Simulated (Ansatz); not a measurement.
Geometry optimisation, RKS PBE/def2-SVP (Ansatz).

input.yaml

```yaml
crystal:
  periodic: [false, false, false]
  atoms:
    - { symbol: B, position_ang: [0.09135, 0.211715, -0.053224] }
    - { symbol: F, position_ang: [-0.087205, 0.583551, 1.215699] }
    - { symbol: H, position_ang: [1.22639, 0.224845, -0.497949] }
    - { symbol: H, position_ang: [-0.914024, 0.016436, -0.721488] }
    - { symbol: O, position_ang: [0.101366, -2.17071, 0.997382] }
    - { symbol: Al, position_ang: [-0.784696, -3.125129, -0.154366] }
    - { symbol: H, position_ang: [0.141149, -4.159309, -0.947677] }
    - { symbol: H, position_ang: [-2.362604, -2.926037, -0.365625] }
    - { symbol: H, position_ang: [-0.243026, -1.492062, 1.625348] }
basis:
  gaussian: { orbitals: def2-SVP }
hamiltonian:
  xc: pbe
relax:
  f_tol: 0.03
  max_steps: 50
output:
  orbitals: {}
```

Command:

```bash
$ ansatz run input.yaml --threads 2 --pin off --max-ram 3072MiB --backend cpu --events-out ev --progress --plain --runs-dir out
```

Task: Where does it end, and by what steps?

Result: The forces met the threshold. After 15 steps the energy has fallen by 1.181 eV; H4 moved furthest, 1.03 Å. Joined: B1–O5 (2.60 → 1.55 Å), B1–Al6 (3.45 → 2.37 Å), H4–Al6 (3.19 → 1.76 Å).

```
step  energy less start (eV)  largest force component (eV/Å)  accepted
   0                  0.0000                           0.600       yes
   1                 -0.0636                           1.025       yes
   2                 -0.1583                           1.659       yes
   3                 -0.3713                           2.222       yes
   4                 -0.7033                           1.600       yes
   5                 -1.0271                           1.158       yes
   6                 -1.1072                           1.043       yes
   7                 -1.1242                           0.828       yes
   8                 -1.1691                           0.133       yes
   9                 -1.1735                           0.062       yes
  10                 -1.1768                           0.041       yes
  11                 -1.1796                           0.072       yes
  12                 -1.1801                           0.061       yes
  13                 -1.1805                           0.043       yes
  14                 -1.1809                           0.047       yes
  15                 -1.1813                           0.025       yes
```

```xyz
9
Properties=species:S:1:pos:R:3
B 0.150 -0.421 0.170
F -0.675 0.466 0.805
H 1.235 -0.026 -0.225
H -0.477 -0.886 -0.954
O 0.237 -1.734 0.985
Al -0.827 -2.513 -0.376
H -0.007 -3.538 -1.271
H -2.348 -2.601 0.081
H -0.118 -1.582 1.883
```

Whether the end is a true minimum wasn't checked by a vibrational analysis.

Time of the run: 25 s on 2 threads of Arm Neoverse V1, with other jobs on the host, peak memory 0.12 GiB.
